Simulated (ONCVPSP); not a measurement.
**What one change does to a pseudopotential (Pt (Z = 78), ONCV)**

ONCVPSP 4.0.1 input, shortened (lines: element, Z, core and valence counts, functional; n l f; lmax; l rc ep ncon nbas qcut; lloc lpopt rc5 dvloc0; l nproj debl; icmod fcfact rcfact), LDA (Perdew-Wang 92), scalar-relativistic:

```
  Pt 78.00    9    5  -001012      upf
    1    0    2.00
    2    0    2.00
    2    1    6.00
    3    0    2.00
    3    1    6.00
    3    2   10.00
    4    0    2.00
    4    1    6.00
    4    2   10.00
    4    3   14.00
    5    0    2.00
    5    1    6.00
    5    2    9.50
    6    0    0.50
    3
    0    1.50    0.00    4    9    8.30
    1    1.60    0.00    4    8   10.80
    2    2.10    0.00    5   10    8.00
    3    0.80    0.00    4    9   18.80
    3    5    0.80    0.00
    0    2    0.60
    1    2    0.50
    2    2    0.60
    3    0    1.40
    0    0.00    0.00
```

In the p channel the program set the typed energies aside and used -2.026, 0.250 Ha.

All-electron outer shells of the reference configuration (LDA (PZ), scalar-relativistic, ld1.x):

```json
{"shell": "4d", "level (eV)": "-305.52", "outermost node (bohr)": "0.20", "outermost maximum (bohr)": "0.42"}
{"shell": "5s", "level (eV)": "-100.97", "outermost node (bohr)": "0.49", "outermost maximum (bohr)": "0.87"}
{"shell": "4f", "level (eV)": "-69.24", "outermost node (bohr)": "–", "outermost maximum (bohr)": "0.38"}
{"shell": "5p", "level (eV)": "-55.12", "outermost node (bohr)": "0.53", "outermost maximum (bohr)": "0.98"}
{"shell": "6s", "level (eV)": "-5.58", "outermost node (bohr)": "1.14", "outermost maximum (bohr)": "2.41"}
{"shell": "5d", "level (eV)": "-5.52", "outermost node (bohr)": "0.57", "outermost maximum (bohr)": "1.28"}
```

Change: s: qcut 10.3; p: qcut 13.3; d: qcut 9.9; f: qcut 23.2.

Cutoffs: the cutoffs (Ha) at which the residual kinetic energy of the hardest occupied pseudo-wave falls to 1 and 0.1 mHa per electron; they do not see the model core or the augmentation charge, which bear on the density cutoff. Errors are all-electron minus pseudo energies relative to the spin-unpolarised reference configuration.

Q: How do hardness, ghosts and transferability respond?

A: The potential gets neither clearly harder nor softer (181 Ha and 530 Ha → 224 Ha and 243 Ha); the bound ghosts move from p, s to d, p, s; of the 4 tests that both files solve, the error grows in 2 and shrinks in 2 by more than 15 % and 0.3 meV (median size 1.5 → 1.5 meV); the range in which the d phases agree widens (upper end 2.9 → at the end of the scan).

| quantity | base | changed |
| --- | --- | --- |
| cutoff, loose | 181 Ha | 224 Ha |
| cutoff, tight | 530 Ha | 243 Ha |
| loose cutoff by channel | s 26 Ha, p 32 Ha, d 19 Ha, f 181 Ha | s 33 Ha, p 45 Ha, d 18 Ha, f 224 Ha |
| bound ghosts | s, p | s, p, d |
| GHOST(+) flags under 300 eV | d at 83.7 eV, s at 275.6 eV | s at 217.8 eV |
| error for 4f14 5s2 5p6 5d9 6s1, meV [ΔE 0.09 eV] | +1.3 | +1.8 |
| error for 4f14 5s2 5p6 5d9 6s0, meV [ΔE 9.63 eV] | -1.8 | -1.3 |
| error for 4f14 5s2 5p6 5d8 6s0, meV [ΔE 29.89 eV] | -4.8 | -3.6 |
| error for 4f14 5s2 5p6 5d9 6s0.5, meV [ΔE 3.95 eV] | +0.2 | +0.6 |
| s: phases at 1.52 bohr within 0.05 rad from the reference energy up to (Ha; the scan ends near 5) | to the end of the scan | to the end of the scan |
| p: phases at 1.62 bohr within 0.05 rad from the reference energy up to (Ha; the scan ends near 5) | to the end of the scan | to the end of the scan |
| d: phases at 2.13 bohr within 0.05 rad from the reference energy up to (Ha; the scan ends near 5) | 2.9 | to the end of the scan |
| f: phases at 0.81 bohr within 0.05 rad from the reference energy up to (Ha; the scan ends near 5) | 0.4 | 1.4 |

 A true bound ghost makes a file unfit for plane-wave use even where its test errors are small: the radial tests pick states by their node count and pass the ghost by.
